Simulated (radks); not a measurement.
Initial-state core-level shifts of the copper ion Cu+ when its valence configuration changes from [Ar] 3d10. All-electron calculation, scalar-relativistic Kohn-Sham, PBE, spin-polarised, spherical densities, finite nucleus; open shells are filled with parallel spins first; Fermi nuclear charge, rms radius 3.8823 fm. Program: a radial shooting solver on a logarithmic mesh with Libxc functionals. Shifts are changes of the shell-averaged eigenvalues in eV (positive: less bound); the change of the density at the nucleus, which sets a Mossbauer isomer shift, is in e/bohr^3, on a base of 2.24e+04.

valence               2s       2p       3s       3p  density at nucleus
3d9 4p1           -8.183   -8.124   -7.705   -7.558              +1.489
3d9 4s1           -6.558   -6.494   -5.974   -5.825             +12.013
3d8.5 4p1.5      -12.798  -12.701  -11.877  -11.636              +2.616
3d8 4s1 4p1      -16.212  -16.072  -14.623  -14.280             +16.556
3d9.5 4s0.5       -3.084   -3.054   -2.846   -2.777              +5.494
3d7.5 4s1 4p1.5  -21.504  -21.319  -19.172  -18.717             +19.269
3d7 4s1 4p2      -27.084  -26.852  -23.839  -23.266             +22.262
3d8 4p2          -17.736  -17.597  -16.219  -15.873              +3.999
3d7.5 4s1.5 4p1  -20.925  -20.743  -18.580  -18.132             +25.484
